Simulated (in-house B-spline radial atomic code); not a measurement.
# Zn V (Zn4+): [Ar] 3d8

Level of theory: non-relativistic PBEsol, spin-polarised, spherical fractional occupations, point nucleus; calculated with a radial B-spline atomic code at the basis-set limit.

Screening seen three ways: the hydrogenic charge with the same mean radius, Z_r = [3n² - l(l+1)]/(2<r>), the one with the same energy, Z_e = n√(-2ε), and Slater's rules. Values are occupation-weighted means over spin.

| shell | electrons | ε (eV) | <r> (bohr) | Z_r | Z_e | Slater |
| --- | --- | --- | --- | --- | --- | --- |
| 1s | 2 | -9464.2 | 0.05114 | 29.33 | 26.37 | 29.70 |
| 2s | 2 | -1199.3 | 0.2299 | 26.09 | 18.78 | 25.85 |
| 2p | 6 | -1065.3 | 0.1998 | 25.02 | 17.70 | 25.85 |
| 3s | 2 | -189.96 | 0.6825 | 19.78 | 11.21 | 18.75 |
| 3p | 6 | -147.09 | 0.7015 | 17.82 | 9.86 | 18.75 |
| 3d | 8 | -73.97 | 0.7691 | 13.65 | 7.00 | 9.55 |

The least bound orbital is 3d down at -72.37 eV, and it is also the most diffuse (<r> = 0.7747 bohr).
